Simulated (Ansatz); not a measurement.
`[F][Sn]([F])([F])[GeH3]` + `CSS` → `CS[S][GeH3]` + `[F][SnH]([F])[F]` at 500 K and 1 bar (cleavage of the Ge–Sn bond).

Isolated molecules relaxed with PBE0-D4/def2-TZVP in Ansatz; ΔE leaves out vibrations. CCSD(T)/CBS adds triple-zeta CCSD(T) − MP2 to the extrapolated MP2 energy (def2 sets, frozen cores). Elements past krypton have def2 core potentials. For Ge, Sn outer-core shells are correlated without core-valence functions, which leaves a few kJ/mol of doubt a bond. Scalar relativity is left out up to krypton. Each species was taken in one conformer, which may not be the lowest.

```tsv
species	CCSD(T)/CBS energy (Eh)	H − E (kJ/mol)	S (J/(mol·K))
`[F][Sn]([F])([F])[GeH3]`	-2591.43115	129.1	465.0
`CSS`	-836.00794	157.7	335.9
`CS[S][GeH3]`	-2913.33841	215.4	429.1
`[F][SnH]([F])[F]`	-514.09299	67.5	356.3
```

H − E and S are ideal-gas, rigid-rotor, harmonic terms from PBE0-D4/def2-TZVP, for one conformer and one mirror image of each species. 1 Eh = 2625.50 kJ/mol, R = 8.31446 J/(mol·K).

Question: By hand: ΔE, ΔH, ΔS and ΔG.

Answer: ΔE = (-2913.33841) + (-514.09299) − (-2591.43115) − (-836.00794) = 0.00769 Eh = 20.2 kJ/mol. Δ(H − E) = 215.4 + 67.5 − 129.1 − 157.7 = -3.9, so ΔH = 16.3 kJ/mol. ΔS = 429.1 + 356.3 − 465.0 − 335.9 = -15.5 J/(mol·K). ΔG = 16.3 − 500 × (-15.5)/1000 = 24.1 kJ/mol.

Question: By hand: the equilibrium constant, and the temperature at which ΔG would vanish if ΔH and ΔS stayed fixed.

Answer: log₁₀ K = −ΔG/(RT ln 10) = -2.5. ΔH and −TΔS have one sign here, so there is no such temperature.

TΔS isn't small against ΔH here. A doubt of 5 kJ/mol in ΔE shifts log₁₀ K by 0.5 here. Other conformers and mirror images would add mixing entropy, several J/(mol·K) or more a flexible species. Modes under 60 cm⁻¹, often nearly free rotors, make the harmonic entropy too high. These are equilibria of isolated gas molecules and say nothing of rates. Largest T1 diagnostic: 0.015 (customary marks: 0.02 for closed shells, 0.045 for open ones).
